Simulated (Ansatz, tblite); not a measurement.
MNF3 with several metals: vertical IE (eV) at several levels, gas phase, relaxed structures; Ansatz, xTB through tblite. Core potentials for Mo, W in the def2 sets, no spin–orbit coupling. Raw xTB energies of ions are shifted by several eV. The structures are stationary points that may keep the symmetry of their start. Remarks come from the PBE and PBE0 runs and from stability tests at other levels; not every state was tested. HOMO above LUMO (over both spins in singlets and doublets, within one spin in higher multiplets; at PBE or PBE0), or a gap under 0.15 eV within one spin, warns that the state may not be the lowest or that an electron is smeared out.

| species | state | geometry | GFN2-xTB | PBE-D4/def2-TZVP | r2SCAN-D4/def2-TZVP | PBE0-D4/def2-TZVP | remarks |
| --- | --- | --- | --- | --- | --- | --- | --- |
| MoNF3 | singlet to doublet | PBE-D4/def2-SVP | 15.81 | 11.95 | 12.06 | 12.33 | restricted SCF unstable in HF |
| CrNF3 | singlet to doublet | PBE0-D4/def2-SVP | 16.97 | 12.65 | 12.88 | 13.26 | restricted SCF unstable in HF, gap within one spin near zero at PBE or PBE0 (+1 doublet) |
| WNF3 | singlet to doublet | PBE0-D4/def2-SVP | 14.66 | 11.55 | 11.57 | 11.76 | restricted SCF unstable in HF |

Over the 3 species that have every level, the mean is 15.82 at GFN2-xTB, 12.05 at PBE-D4/def2-TZVP, 12.17 at r2SCAN-D4/def2-TZVP, 12.45 at PBE0-D4/def2-TZVP.
